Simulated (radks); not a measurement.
All-electron atom: Os III in [Xe] 4f12 5d8 (not the ground configuration).

Method: Dirac Kohn-Sham, PBE, spin-unpolarised, spherical densities, point nucleus; open shells fill j = l - 1/2 first; computed with a radial shooting solver on a logarithmic mesh with Libxc functionals.

Energy parts (hartree):
total: -17276.8941
kinetic: 19620.3648
electron-nucleus: -43201.3356
Hartree: 6643.1780
exchange-correlation: -339.1014

Orbitals (lengths in bohr, moments of r in powers of bohr; <r^-3> diverges for s and p1/2):
orbital  occ.  eigenvalue (hartree)  <r^-3>   <1/r>      <r>
1s1/2       2             -2712.436       -   90.52  0.01773
2s1/2       2             -473.2980       -   22.11  0.07425
2p1/2       2             -453.1184       -   22.06  0.06131
2p3/2       4             -396.8513   17910   18.31  0.06950
3s1/2       2             -111.4212       -   8.114   0.1934
3p1/2       2             -102.4127       -   8.025   0.1835
3p3/2       4             -90.14536    4096   7.054   0.1986
3d3/2       4             -75.08292   710.6   6.948   0.1735
3d5/2       6             -72.42820   598.5   6.722   0.1781
4s1/2       2             -24.68353       -   3.435   0.4299
4p1/2       2             -20.90106       -   3.326   0.4336
4p3/2       4             -17.98099   978.1   2.991   0.4663
4d3/2       4             -11.77728   151.3   2.788   0.4774
4d5/2       6             -11.23099   124.8   2.709   0.4882
4f5/2       6              -3.36240   25.16   2.329   0.5284
4f7/2       6              -3.25171   24.01   2.298   0.5352
5s1/2       2              -4.29636       -   1.391   0.9815
5p1/2       2              -3.08786       -   1.268    1.064
5p3/2       4              -2.59349   162.7   1.145    1.157
5d3/2       4              -0.97676   14.61  0.8444    1.550
5d5/2       4              -0.92557   11.69  0.8153    1.602

The highest occupied level is 5d5/2 at -25.186 eV. Summed over all electrons, <r^2> = 43.43 bohr^2, which gives a Langevin (diamagnetic) susceptibility term of -34.4 x 10^-6 cm^3/mol.
